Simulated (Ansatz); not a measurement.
Stepwise reaction of `N#CB(F)F` with hydrogen, as a gas-phase model of exchange steps in deposition or etching. ΔE in kJ/mol; ΔG adds harmonic PBE0-D4 terms to CCSD(T)/CBS, at 1 bar.

Program: Ansatz. Geometries: PBE0-D4/def2-TZVP. ΔE: electronic, gas phase. CBS: MP2 limit from def2 TZ/QZ plus the TZ coupled-cluster correction, frozen cores. This one scheme is used for every species. Functionals use def2-TZVPP. B3LYP here is the variant with VWN-RPA as its local correlation; programs differ in this.

```
step                         reaction  PBE-D4  B3LYP-D4  ωB97M-V  CCSD(T)/CBS  ΔG(500 K)
   1  `N#CB(F)F` + H₂ → `N#CBF` + H–F   128.1     129.7    130.4        122.7      119.6
```

Task: Give the row of step 2, `N#CBF` + H₂ → `BC#N` + H–F. (Best estimate.)

Result: Computed: 
| step | reaction | PBE-D4 | B3LYP-D4 | ωB97M-V | CCSD(T)/CBS | ΔG(500 K) |
| --- | --- | --- | --- | --- | --- | --- |
| 2 | `N#CBF` + H₂ → `BC#N` + H–F | 119.5 | 120.4 | 120.9 | 113.6 | 116.2 |

Task: By hand: ΔE of the 2 steps together at CCSD(T)/CBS.

Result: (122.7) + (113.6) = 236.3 kJ/mol, or 118.2 kJ/mol a step.

In ΔE each step is lower than the one before. All are uphill at CCSD(T)/CBS. ΔG lies between 116.2 and 119.6 kJ/mol a step. PBE-D4 differs from CCSD(T)/CBS by 5.4 to 5.9 kJ/mol a step. Isolated molecules leave out the surface, adducts and barriers. Largest T1 diagnostic: 0.015.
